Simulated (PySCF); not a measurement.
From one molecule to another.

First species: 4-picoline N-oxide, C₆H₇NO.
Bonds: C1–C2, C2–C3 (aromatic), C3–C4 (aromatic), C4–N5 (aromatic), N5–O6, N5–C7 (aromatic), C7–C8 (aromatic), C2–C8 (aromatic). Hydrogens: H9, H10, H11 on C1; H12 on C3; H13 on C4; H14 on C7; H15 on C8.

Second species: C3H5NO.
Z-matrix (Å and degrees, GFN2-xTB geometry), rows numbered from 1:
```
C 
C   1  1.3241
C   2  1.4855  1  120.93
N   3  1.3584  2  114.16  1  -179.73
O   3  1.2126  2  123.91  1     0.25
H   1  1.0781  2  119.68  3    -0.00
H   1  1.0767  2  122.80  3   179.98
H   2  1.0814  1  122.08  3  -179.95
H   4  1.0036  3  122.65  2    -0.65
H   4  1.0061  3  118.64  2  -179.75
```

Levels: CAM-B3LYP/def2-SVPD for dipole moment, HOMO energy, LUMO energy, HOMO–LUMO gap, static isotropic polarisability and electronic spatial extent ⟨r²⟩ about the centre of nuclear charge; TDDFT CAM-B3LYP/def2-SVPD for lowest singlet excitation; TDA CAM-B3LYP/def2-SVPD for lowest triplet excitation (Tamm–Dancoff); GFN2-xTB for rotational constant A and rotational constant C. Geometries: GFN2-xTB. All species are isolated and taken at one optimised geometry, non-relativistic unless stated. Electronic properties by PySCF.

The conformers computed, where there is a choice (atom-mapped SMILES and torsion angles):
- `[CH2:1]=[CH:2][C:3]([NH2:4])=[O:5]`: C1–C2–C3–N4 180°, H–N4–C3–C2 -1°, H–N4–C3–C2 180°

Q: Which has the higher static isotropic polarisability?

A: The first: 84.8 au against 49.3 au, a difference of 35.5 au.

Q: Which of the two has the higher HOMO energy, and by how much?

A: The first: -7.40 eV against -9.03 eV, a difference of 1.63 eV.

Q: Which of the two has the higher T1 energy, and by how much?

A: The second: 3.97 eV against 2.67 eV, a difference of 1.30 eV.

Q: Which of the two has the higher rotational constant C, and by how much?

A: The second: 3.060 GHz against 1.229 GHz, a difference of 1.831 GHz.

Q: Which of the two has the higher ⟨r²⟩, and by how much?

A: The first: 951 bohr² against 410 bohr², a difference of 541 bohr².

Q: Which of the two has the higher S1 energy, and by how much?

A: The second: 4.84 eV against 4.34 eV, a difference of 0.50 eV.

Q: Which has the higher HOMO–LUMO gap?

A: The second: 8.99 eV against 7.27 eV, a difference of 1.72 eV.

Q: Which has the higher LUMO energy?

A: The second: -0.04 eV against -0.13 eV, a difference of 0.09 eV.

On the first: In wavenumbers S1 is 35000 cm⁻¹ (1 eV = 8065.54 cm⁻¹). The polarisability is 12.56 Å³ as a volume (1 au = 0.148185 Å³), or 1.46 au for each of the 58 electrons.

On the second: A dipole of 3.75 D is allowed in Cs, and pure rotational transitions are dipole-allowed. The dipole matches unit charges of opposite sign 0.78 Å apart (1 e·Å = 4.8032 D).
